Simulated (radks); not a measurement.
Ge II, 31 electrons, occupied as [Ar] 3d9 4s2 4p1 5s1 (not the ground configuration). Calculated with a radial shooting solver on a logarithmic mesh with Libxc functionals: non-relativistic Kohn-Sham, PBEsol, spin-polarised, spherical densities, point nucleus; open shells are filled with parallel spins first.

Radial electron density D(r) = 4 pi r^2 rho(r):

r (bohr)  D(r) (e/bohr)  spin D(r)
0.003753          3.129   0.000317
0.005046          5.207   0.000528
0.00673           8.318   0.000846
0.009048          12.97    0.00133
0.01207           19.03    0.00199
0.01622           26.44    0.00288
0.02164           33.47    0.00400
0.02886           38.14    0.00564
0.0388            38.38    0.00886
0.05176           34.64     0.0159
0.06958           31.56     0.0317
0.09281           34.89     0.0616
0.1248            43.06      0.118
0.1664            44.63      0.232
0.2238            33.84      0.493
0.2984            23.43      0.955
0.398             24.86       1.45
0.5351            28.21       1.54
0.7138            21.14       1.10
0.9596            10.03      0.640
1.28              4.289      0.580
1.721             2.474      0.636
2.295             1.357      0.480
3.086            0.5509      0.321
4.116            0.3553      0.326
5.489            0.2307      0.229
7.38            0.06046     0.0604
9.843          0.005730    0.00573
13.23         0.0001225   0.000122

D(r) has 3 maxima, at r = 0.0339, 0.150, 0.514 bohr, and minima at 0.0707, 0.329 bohr, inside which lie 2.09, 10.97 electrons.
